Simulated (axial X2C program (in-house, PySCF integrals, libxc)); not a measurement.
# CaF⁻ along the bond: HF, two-component

Calculated with an in-house relativistic program for diatomic molecules. Two-component (2c) means X2C with spin–orbit coupling and atomic mean-field two-electron Coulomb and Gaunt terms. Basis: Ca dyall-acv3z [12s13p7d5f], F dyall-av3z [7s6p3d2f] (cores contracted in-house); Gaussian nuclei, density fitting, unrestricted open shells. Masses: Ca 39.963 u, F 18.998 u.

State: Ω = 0 (closed shell). Dipoles are positive if F is the positive end and refer to the centre of mass.

Results along the bond:

```tsv
R (Å)	μ (D)	HOMO (eV)	LUMO (eV)
1.741	5.890	-0.50	1.84
1.821	5.594	-0.55	1.84
1.881	5.344	-0.58	1.84
1.941	5.075	-0.62	1.85
2.001	4.790	-0.66	1.85
2.071	4.444	-0.71	1.85
2.141	4.082	-0.75	1.85
2.231	3.598	-0.82	1.85
2.341	2.984	-0.89	1.85
2.501	2.053	-1.01	1.85
```

The state is a single determinant with fixed occupations, the lowest that a limited PBE0 search found. The LUMO of an anion is an unbound level whose energy the basis sets.
